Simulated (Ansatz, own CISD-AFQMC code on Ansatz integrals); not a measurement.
CH2B2, SMILES `B=C=B` (charge 0, multiplicity 1).

Cartesian coordinates (Å):
```xyz
5

B      1.2529     0.1094     0.4510
C      0.0004    -0.1411    -0.0011
B     -1.2528    -0.3919    -0.4514
H      2.3376     0.3262     0.8426
H     -2.3380    -0.6092    -0.8412
```
Charge 0, multiplicity 1.

Frozen-core correlation energies in cc-pVTZ at a geometry from PBE0-D3(BJ)/def2-TZVP, on an HF energy of -88.33551 Ha (<S^2> = 0.00). Wave-function levels are from Ansatz, the walk from an own CISD-AFQMC code on Ansatz integrals (time step 0.005/Ha, trial state from CCSD amplitudes, largest double 0.07).

```csv
level,correlation energy (mHa)
MP2,-335.0
CCSD,-350.9
CCSD(T),-373.2
```

Task: What correlation energy does phaseless AFQMC give, and where does it lie among these levels?

Result: -374.1 ± 0.4 mHa (one standard error). AFQMC minus each level: MP2 -39.0 mHa, CCSD -23.2 mHa, CCSD(T) -0.9 mHa.
